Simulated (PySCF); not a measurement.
# [BeH3]-: from structure and modes to constants

These are results of PBE0/[Be def2-TZVPD, H def2-TZVPD], no relativity, density fitting, PySCF, not measurements.

The singlet minimum has D3h symmetry. Masses (u): Be 9.01218, H 1.00782.

```xyz
4
charge -1 multiplicity 1, angstrom
Be    0.0000    0.0000    0.0000
H     1.4258    0.0000    0.0000
H    -0.7129    1.2348    0.0000
H    -0.7129   -1.2348    0.0000
```

Harmonic wavenumbers (cm⁻¹): 820.6 (a2'', ×1), 846.8 (e', ×2), 1675.2 (a1', ×1), 1682.7 (e', ×2).

Q: Find the principal moments of inertia and the rotational constants. What kind of rotor is it?

A: About the centre of mass I = 3.0732, 3.0732, 6.1464 u Å². With B = 16.8576/I this gives 5.485, 5.485, 2.743 cm⁻¹. The molecule is an oblate symmetric top.

Q: Find the vibrational entropy and heat capacity at 298.15 K.

A: With u = 1.43878 ω/T, each mode gives S = R[u/(eᵘ−1) − ln(1−e⁻ᵘ)] and C = R u² eᵘ/(eᵘ−1)².
```json
{"ω (cm⁻¹)": "820.6", "u": "3.960", "S (J/(mol K))": "0.80", "C (J/(mol K))": "2.58"}
{"ω (cm⁻¹)": "846.8 (×2)", "u": "4.086", "S (J/(mol K))": "0.72", "C (J/(mol K))": "2.41"}
{"ω (cm⁻¹)": "1675.2", "u": "8.084", "S (J/(mol K))": "0.02", "C (J/(mol K))": "0.17"}
{"ω (cm⁻¹)": "1682.7 (×2)", "u": "8.120", "S (J/(mol K))": "0.02", "C (J/(mol K))": "0.16"}
```
The sums over all modes are S = 2.3 and C = 7.9 J/(mol K); the softest mode gives 35 % of the entropy (each member, where degenerate).

Q: Give the standard entropy (298.15 K, 1 bar) by its translational, rotational, vibrational and spin parts, and Cp.

A: Sackur–Tetrode with M = 12.04 u gives 139.9; rotation with symmetry number 6 gives 50.5; vibration 2.3; spin R ln 1 = 0.0. The total is 192.7 J/(mol K), and Cp = 4 R + 7.9 = 41.2 J/(mol K).

This need not be the most stable arrangement of these atoms. The lowest empty level of this anion is unbound, so it and the gap depend on the basis.
